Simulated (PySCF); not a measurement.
# How good is the calculation?

Atoms are numbered as in `[CH2:1]=[C:2]([CH3:3])[c:4]1[cH:5][cH:6][cH:7][cH:8][cH:9]1`. Each H is labelled by its parent atom. Ha(C1) is cis to C3; Hb(C1) is trans to C3.

Published estimates (parent shift plus substituent increments) and measurements: δ ¹³C C6/C8 128.1; C7 127.3; C5/C9 125.4 ppm (estimated from measurements, as parent shift plus tabulated substituent increment; solution, not stated per compound (mostly CDCl3 or CCl4); Pretsch, Buehlmann, Badertscher, Structure Determination of Organic Compounds, 4th ed. (2009)).

Rapidly exchanging positions averaged, one conformer, non-relativistic, in vacuum. σ from GIAO-PBE0/pcSseg-1; GFN2-xTB geometry; PySCF.

**Question.** How close does the calculation come?

**Answer.** 
Reference values: estimated from measurements, as parent shift plus tabulated substituent increment (solution, not stated per compound (mostly CDCl3 or CCl4); Pretsch, Buehlmann, Badertscher, Structure Determination of Organic Compounds, 4th ed. (2009)).
```csv
atoms,quantity,reference,computed,"computed, scaled"
C6/C8,δ ¹³C,128.1,133.8,128.2
C7,δ ¹³C,127.3,133.1,127.6
C5/C9,δ ¹³C,125.4,131.4,125.8
```

Computed shifts are σ(ref) − σ with the named reference compound (TMS for H and C) calculated as an isolated molecule at the same level. The measured values may be among those fitted. Expected solution values come from regression of measured δ (H and C: mostly CDCl3, vs TMS) on computed σ: ¹³C: δ = 179.97 − 0.974σ (rms 2.1 ppm, 958 shifts, 2.3 ppm with the 13 outliers that the fit left out). A few per cent of atoms miss by over 2 rms, more outside the fitted compound classes.

**Question.** How far are the unscaled ¹³C shifts from the references?

**Answer.** Mean signed difference +5.83 ppm, mean absolute 5.83 ppm over 3 comparisons; the largest is +6.0 ppm at C5/C9 (aromatic CH).
